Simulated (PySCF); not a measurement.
PySCF input for CH6MgOSi, SMILES [CH3][Mg][O][SiH3], PBE-D3(BJ)/def2-SVP. Geometry: PBE-D3(BJ)/def2-SVP. The structure was generated by enumeration; whether it is a known compound was not checked. The values are those of a single conformer.

```python
import numpy as np
from pyscf import gto, scf, dft, df
from pyscf.hessian import thermo

mol = gto.M(
    atom='''
    Mg    0.00000000    0.00000000    1.20063151
    C    -0.00000000   -0.00000000    3.29007104
    H     0.93280411    0.44334730    3.69790717
    H    -0.08245203   -1.02950571    3.69790716
    H    -0.85035208    0.58615841    3.69790717
    O    -0.00000000   -0.00000000   -0.62078799
    Si   -0.00000000    0.00000000   -2.27099959
    H     0.93233959   -1.05221629   -2.82714260
    H     0.44507624    1.33353792   -2.82714259
    H    -1.37741583   -0.28132163   -2.82714259
    ''',
    basis='def2-SVP',
    charge=0,
    spin=0,
    max_memory=1600,
    verbose=3,
)
mf = dft.RKS(mol, xc='pbe').density_fit(auxbasis='def2-universal-jkfit')
mf.disp = 'd3bj'
mf.grids.level = 3
mf.conv_tol = 1e-11
mf.max_cycle = 100
mf.kernel()

# [left out here: the lines that compute and print the analytic Hessian (its translational invariance restored by hand, since the grid's response is missing), thermochemistry and intensities]
```

It prints:

```
converged SCF energy = -605.914676928173

WARN: DFTD3 does not support analytical Hessian, using finite difference


WARN: Mole.unit (angstrom) is changed to Bohr

Mode                                 0                   1                   2
Irrep
Freq [cm^-1]                      -19.6591             56.5380             56.5565
Reduced mass [au]                   1.0080              4.0022              4.0023
Force const [Dyne/A]               -0.0002              0.0075              0.0075
Char temp [K]                     -28.2851             81.3456             81.3722
Normal mode                   x     y     z       x     y     z       x     y     z
       0  Mg                 0.00  0.00 -0.00   -0.04  0.05 -0.00    0.05  0.04  0.00
       1   C                -0.00 -0.00 -0.00    0.07 -0.09  0.00   -0.09 -0.07  0.00
       2   H                -0.20  0.42  0.00    0.09 -0.12 -0.02   -0.12 -0.09  0.10
       3   H                 0.46 -0.04 -0.00    0.09 -0.12 -0.07   -0.12 -0.09 -0.07
       4   H                -0.26 -0.38 -0.00    0.09 -0.12  0.09   -0.12 -0.09 -0.03
       5   O                 0.00  0.00  0.00   -0.10  0.13 -0.00    0.13  0.10  0.00
       6  Si                -0.00 -0.00  0.00    0.04 -0.05  0.00   -0.05 -0.04 -0.00
       7   H                -0.25 -0.23 -0.00    0.09 -0.12  0.19   -0.12 -0.09 -0.01
       8   H                 0.32 -0.11 -0.00    0.09 -0.12 -0.11   -0.12 -0.09 -0.16
       9   H                -0.07  0.33  0.00    0.09 -0.12 -0.08   -0.12 -0.09  0.17
Mode                                 3                   4                   5
Irrep
Freq [cm^-1]                      137.8572            137.8650            369.3427
Reduced mass [au]                   5.6437              5.6438              5.0516
Force const [Dyne/A]                0.0632              0.0632              0.4060
Char temp [K]                     198.3458            198.3570            531.4020
Normal mode                   x     y     z       x     y     z       x     y     z
       0  Mg                 0.10 -0.10 -0.00   -0.10 -0.10  0.00   -0.00  0.00 -0.05
       1   C                -0.05  0.05 -0.00    0.05  0.05  0.00    0.00 -0.00 -0.19
       2   H                -0.10  0.10  0.05    0.10  0.10 -0.16   -0.00 -0.00 -0.19
       3   H                -0.10  0.10  0.11    0.10  0.10  0.12    0.00  0.00 -0.19
       4   H                -0.10  0.10 -0.16    0.10  0.10  0.04    0.00 -0.00 -0.19
       5   O                -0.10  0.10  0.00    0.10  0.10 -0.00    0.00 -0.00  0.06
       6  Si                 0.00 -0.00  0.00   -0.00 -0.00 -0.00   -0.00 -0.00  0.10
       7   H                 0.03 -0.04  0.12   -0.04 -0.03  0.00    0.00 -0.00  0.11
       8   H                 0.03 -0.04 -0.06   -0.04 -0.03 -0.10    0.00  0.00  0.11
       9   H                 0.03 -0.04 -0.06   -0.04 -0.03  0.10   -0.00 -0.00  0.11
Mode                                 6                   7                   8
Irrep
Freq [cm^-1]                      584.2772            584.2847            623.0047
Reduced mass [au]                   1.2292              1.2292              7.7988
Force const [Dyne/A]                0.2472              0.2472              1.7834
Char temp [K]                     840.6448            840.6555            896.3651
Normal mode                   x     y     z       x     y     z       x     y     z
       0  Mg                -0.03  0.02 -0.00    0.02  0.03 -0.00    0.00 -0.00 -0.16
       1   C                 0.10 -0.06  0.00   -0.06 -0.10  0.00   -0.00  0.00  0.13
       2   H                -0.17  0.13  0.39    0.06  0.18 -0.55   -0.00 -0.00  0.14
       3   H                -0.21  0.09  0.28    0.11  0.14  0.61    0.00  0.00  0.14
       4   H                -0.15  0.08 -0.67    0.12  0.20 -0.06    0.00 -0.00  0.14
       5   O                 0.01 -0.00  0.00   -0.00 -0.01 -0.00    0.00 -0.00 -0.02
       6  Si                 0.00 -0.00 -0.00   -0.00 -0.00  0.00   -0.00  0.00  0.06
       7   H                -0.00  0.00 -0.01    0.00  0.00 -0.00    0.01 -0.01  0.09
       8   H                -0.01  0.00  0.00    0.00  0.00  0.01    0.00  0.01  0.09
       9   H                -0.00  0.00  0.01    0.00  0.01 -0.01   -0.01 -0.00  0.09
Mode                                 9                  10                  11
Irrep
Freq [cm^-1]                      707.3069            707.3101            920.9694
Reduced mass [au]                   1.2020              1.2020              1.0496
Force const [Dyne/A]                0.3543              0.3543              0.5245
Char temp [K]                    1017.6572           1017.6618           1325.0699
Normal mode                   x     y     z       x     y     z       x     y     z
       0  Mg                 0.00  0.00 -0.00   -0.00  0.00  0.00    0.00  0.00 -0.00
       1   C                -0.00  0.00  0.00   -0.00 -0.00 -0.00   -0.00 -0.00 -0.00
       2   H                 0.00 -0.00 -0.00   -0.00  0.00 -0.00    0.00  0.00 -0.00
       3   H                 0.00 -0.00 -0.00    0.00  0.00  0.00    0.00  0.00  0.00
       4   H                 0.00  0.00  0.00    0.00  0.00 -0.00    0.00  0.00  0.00
       5   O                -0.07  0.02  0.00   -0.02 -0.07 -0.00   -0.00 -0.00  0.00
       6  Si                 0.06 -0.01 -0.00    0.01  0.06 -0.00    0.03  0.02  0.00
       7   H                -0.19  0.07 -0.57   -0.02 -0.18  0.39   -0.55 -0.51  0.04
       8   H                -0.16  0.04 -0.05   -0.06 -0.21 -0.69   -0.45  0.23  0.16
       9   H                -0.20  0.03  0.62   -0.06 -0.16  0.30    0.14 -0.22 -0.20
Mode                                12                  13                  14
Irrep
Freq [cm^-1]                      920.9746            972.8470           1042.5943
Reduced mass [au]                   1.0496              1.1133             11.9990
Force const [Dyne/A]                0.5245              0.6208              7.6847
Char temp [K]                    1325.0774           1399.7102           1500.0611
Normal mode                   x     y     z       x     y     z       x     y     z
       0  Mg                 0.00 -0.00  0.00   -0.00 -0.00  0.01   -0.00  0.00  0.05
       1   C                -0.00  0.00 -0.00   -0.00  0.00 -0.01    0.00 -0.00  0.01
       2   H                 0.00 -0.00 -0.00   -0.01 -0.00  0.01    0.02  0.01 -0.07
       3   H                 0.00 -0.00 -0.00    0.00  0.01  0.01   -0.00 -0.02 -0.07
       4   H                 0.00 -0.00  0.00    0.00 -0.00  0.01   -0.02  0.01 -0.07
       5   O                -0.00  0.00  0.00    0.00  0.00 -0.00    0.00 -0.00 -0.22
       6  Si                 0.02 -0.03 -0.00   -0.00  0.00 -0.06    0.00 -0.00  0.08
       7   H                 0.18  0.03  0.21    0.14 -0.16  0.50    0.00 -0.00  0.07
       8   H                -0.56  0.12 -0.14    0.07  0.20  0.50    0.00  0.01  0.07
       9   H                -0.11  0.71 -0.07   -0.21 -0.04  0.50   -0.01 -0.00  0.07
Mode                                15                  16                  17
Irrep
Freq [cm^-1]                     1103.2621           1377.4940           1377.4982
Reduced mass [au]                   1.2196              1.0567              1.0567
Force const [Dyne/A]                0.8747              1.1813              1.1814
Char temp [K]                    1587.3485           1981.9071           1981.9133
Normal mode                   x     y     z       x     y     z       x     y     z
       0  Mg                 0.00 -0.00 -0.01   -0.00 -0.00 -0.00    0.00 -0.00 -0.00
       1   C                 0.00 -0.00  0.12   -0.04 -0.05  0.00    0.05 -0.04 -0.00
       2   H                 0.19  0.09 -0.47   -0.25  0.17  0.28   -0.23  0.63 -0.11
       3   H                -0.02 -0.21 -0.47    0.44 -0.16 -0.23   -0.57 -0.06 -0.19
       4   H                -0.17  0.12 -0.47    0.38  0.60 -0.05    0.19 -0.00  0.29
       5   O                -0.00  0.00  0.03    0.00  0.00  0.00   -0.00  0.00 -0.00
       6  Si                 0.00  0.00 -0.01    0.00  0.00  0.00   -0.00  0.00 -0.00
       7   H                 0.00 -0.00  0.01    0.00  0.00 -0.00    0.00 -0.00  0.00
       8   H                 0.00  0.01  0.01    0.00 -0.00 -0.00   -0.00 -0.00 -0.00
       9   H                -0.01 -0.00  0.01   -0.00  0.00  0.00    0.00  0.00 -0.00
Mode                                18                  19                  20
Irrep
Freq [cm^-1]                     2120.1535           2120.1579           2128.7427
Reduced mass [au]                   1.0507              1.0507              1.0202
Force const [Dyne/A]                2.7826              2.7826              2.7239
Char temp [K]                    3050.4288           3050.4352           3062.7869
Normal mode                   x     y     z       x     y     z       x     y     z
       0  Mg                 0.00  0.00  0.00    0.00 -0.00 -0.00   -0.00 -0.00  0.00
       1   C                -0.00 -0.00 -0.00   -0.00  0.00 -0.00    0.00  0.00 -0.00
       2   H                 0.00  0.00 -0.00   -0.00  0.00  0.00    0.00  0.00 -0.00
       3   H                -0.00  0.00  0.00   -0.00 -0.00 -0.00   -0.00 -0.00 -0.00
       4   H                 0.00 -0.00  0.00    0.00  0.00  0.00   -0.00  0.00 -0.00
       5   O                -0.00 -0.00 -0.00   -0.00  0.00  0.00   -0.00  0.00 -0.00
       6  Si                 0.04  0.01 -0.00    0.01 -0.04  0.00   -0.00 -0.00 -0.02
       7   H                -0.18  0.23  0.11   -0.46  0.50  0.27   -0.35  0.40  0.21
       8   H                -0.12 -0.43  0.17    0.20  0.56 -0.23   -0.17 -0.51  0.21
       9   H                -0.72 -0.14 -0.29   -0.08 -0.04 -0.03    0.52  0.11  0.21
Mode                                21                  22                  23
Irrep
Freq [cm^-1]                     2963.4865           3062.5027           3062.5080
Reduced mass [au]                   1.0338              1.1003              1.1003
Force const [Dyne/A]                5.3494              6.0802              6.0802
Char temp [K]                    4263.7972           4406.2596           4406.2671
Normal mode                   x     y     z       x     y     z       x     y     z
       0  Mg                -0.00 -0.00 -0.00    0.00  0.00  0.00   -0.00  0.00 -0.00
       1   C                 0.00  0.00  0.05    0.08  0.04 -0.00   -0.04  0.08  0.00
       2   H                -0.48 -0.23 -0.19   -0.65 -0.31 -0.29    0.03  0.04  0.02
       3   H                 0.04  0.53 -0.19   -0.01 -0.40  0.16   -0.06 -0.60  0.24
       4   H                 0.44 -0.30 -0.19   -0.25  0.20  0.13    0.54 -0.36 -0.26
       5   O                 0.00  0.00  0.00    0.00  0.00  0.00   -0.00  0.00 -0.00
       6  Si                 0.00  0.00 -0.00    0.00  0.00 -0.00   -0.00  0.00  0.00
       7   H                -0.00  0.00  0.00   -0.00 -0.00  0.00    0.00 -0.00  0.00
       8   H                -0.00 -0.00  0.00   -0.00 -0.00 -0.00    0.00 -0.00  0.00
       9   H                 0.00  0.00  0.00   -0.00 -0.00  0.00    0.00 -0.00 -0.00
temperature 298.1500 [K]
pressure 101325.00 [Pa]
Rotational constants [GHz] 54.91863 1.30887 1.30887
Symmetry number 3
Zero-point energy (ZPE) 0.06182 [Eh]   162318.500 [J/mol]
                           tot       elec      trans        rot        vib
Entropy [J/mol/K]       339.498      0.000    164.364     98.137     76.997
Cv [J/mol/K]             93.034      0.000     12.472     12.472     68.091
Cp [J/mol/K]            101.348      0.000     20.786     12.472     68.091
Internal energy [J/mol]                      3718.434   3718.434 173426.777
Internal energy [Eh]   -605.84579  -605.91468
Enthalpy [J/mol]                             6197.391   3718.434 173426.777
Enthalpy [Eh]          -605.84485
Gibbs free energy [J/mol]                  -42807.694 -25541.002 150470.020
Gibbs free energy [Eh] -605.88340
mode   freq/cm-1   IR/(km/mol)
   1      -19.66         0.000
   2       56.54         0.088
   3       56.56         0.088
   4      137.86        34.797
   5      137.86        34.798
   6      369.34         0.589
   7      584.28        91.503
   8      584.28        91.505
   9      623.00        28.087
  10      707.31        54.223
  11      707.31        54.222
  12      920.97        74.836
  13      920.97        74.837
  14      972.85       334.528
  15     1042.59       431.482
  16     1103.26         3.155
  17     1377.49         0.185
  18     1377.50         0.185
  19     2120.15       189.967
  20     2120.16       189.968
  21     2128.74       128.720
  22     2963.49        10.410
  23     3062.50         5.932
  24     3062.51         5.931
max |gradient| / (hartree/bohr): 6.250076668154215e-05
APT charges: [ 1.1196 -0.3583 -0.016  -0.016  -0.016  -1.2363  1.4516 -0.3096 -0.3096
 -0.3096]
```

Self-consistency was reached. The end point has an imaginary mode, so it is no minimum.
